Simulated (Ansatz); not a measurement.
`NB(Cl)O[SiH3]` + H₂ → `NBCl` + silanol at 298.15 K and 1 bar (hydrogenolysis of a B–O bond).

Isolated molecules relaxed with PBE0-D4/def2-TZVP in Ansatz; ΔE leaves out vibrations. CCSD(T)/CBS adds triple-zeta CCSD(T) − MP2 to the extrapolated MP2 energy (def2 sets, frozen cores). This one scheme is used for every species. One conformer a species, not always the lowest.

| species | CCSD(T)/CBS energy (Eh) | H − E (kJ/mol) | S (J/(mol·K)) |
| --- | --- | --- | --- |
| `NB(Cl)O[SiH3]` | -906.71622 | 186.6 | 361.4 |
| H₂ | -1.17544 | 35.1 | 130.4 |
| `NBCl` | -541.16722 | 121.1 | 268.2 |
| `O[SiH3]` | -366.69042 | 113.6 | 257.8 |

H − E and S are ideal-gas, rigid-rotor, harmonic terms from PBE0-D4/def2-TZVP, for one conformer and one mirror image of each species. The MP2-based limit puts H₂ 0.8 mEh under its directly extrapolated value; such offsets cancel only in part. 1 Eh = 2625.50 kJ/mol, R = 8.31446 J/(mol·K).

By hand: ΔE, ΔH, ΔS and ΔG.

ΔE = (-541.16722) + (-366.69042) − (-906.71622) − (-1.17544) = 0.03402 Eh = 89.3 kJ/mol. Δ(H − E) = 121.1 + 113.6 − 186.6 − 35.1 = 13.0, so ΔH = 102.3 kJ/mol. ΔS = 268.2 + 257.8 − 361.4 − 130.4 = 34.2 J/(mol·K). ΔG = 102.3 − 298.15 × (34.2)/1000 = 92.1 kJ/mol.

By hand: the equilibrium constant, and the temperature at which ΔG would vanish if ΔH and ΔS stayed fixed.

log₁₀ K = −ΔG/(RT ln 10) = -16.1. ΔG = 0 at ΔH/ΔS = 2991 K, far beyond where these terms or the molecules hold.

ΔH outweighs TΔS. A doubt of 5 kJ/mol in ΔE shifts log₁₀ K by 0.9 here. Other conformers and mirror images would add mixing entropy, several J/(mol·K) or more a flexible species. Modes under 60 cm⁻¹, often nearly free rotors, make the harmonic entropy too high. These are equilibria of isolated gas molecules and say nothing of rates. Largest T1 diagnostic: 0.011 (customary marks: 0.02 for closed shells, 0.045 for open ones).
